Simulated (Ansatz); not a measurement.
Basis sets compared for (H2Al-mu-Cl)2 (Al₂H₄Cl₂). The state is a singlet with charge 0. Geometry r2SCAN-D4/def2-SVP. Ansatz on 4 threads of Intel Xeon Platinum 8259CL on a shared host; times are rough, and most runs start from earlier orbitals.

```xyz
8

Al   -1.2578    1.0120    0.3304
H    -0.9330    2.2608    1.2344
H    -2.6472    0.6146   -0.2971
Cl   -0.3505   -0.8735    1.3412
Al    1.2576   -1.0122   -0.3306
H     0.9223   -2.2577   -1.2352
H     2.6516   -0.6238    0.2923
Cl    0.3570    0.8798   -1.3353
```

Binding counts from free atoms (Al doublet, H doublet, Cl doublet) in the same basis, without a counterpoise term.

| level | functions | energy (Eh) | HOMO (eV) | LUMO (eV) | binding per atom (eV) | wall time |
| --- | --- | --- | --- | --- | --- | --- |
| PBE-D4/def2-SVP | 92 | -1406.7000 | -7.11 | -1.66 | 2.82 | 1.2 s |
| PBE0-D4/def2-SVP | 92 | -1406.8352 | -8.43 | -0.90 | 2.82 | 1.5 s |

(1) Estimate the rows for PBE-D4/def2-TZVP, PBE0-D4/def2-TZVP.

Results:

(1) 
```json
{"level": "PBE-D4/def2-TZVP", "functions": "172", "energy (Eh)": "-1407.1921", "HOMO (eV)": "-7.14", "LUMO (eV)": "-1.75", "binding per atom (eV)": "2.79", "wall time": "2.3 s"}
{"level": "PBE0-D4/def2-TZVP", "functions": "172", "energy (Eh)": "-1407.3200", "HOMO (eV)": "-8.42", "LUMO (eV)": "-0.97", "binding per atom (eV)": "2.80", "wall time": "3.1 s"}
```
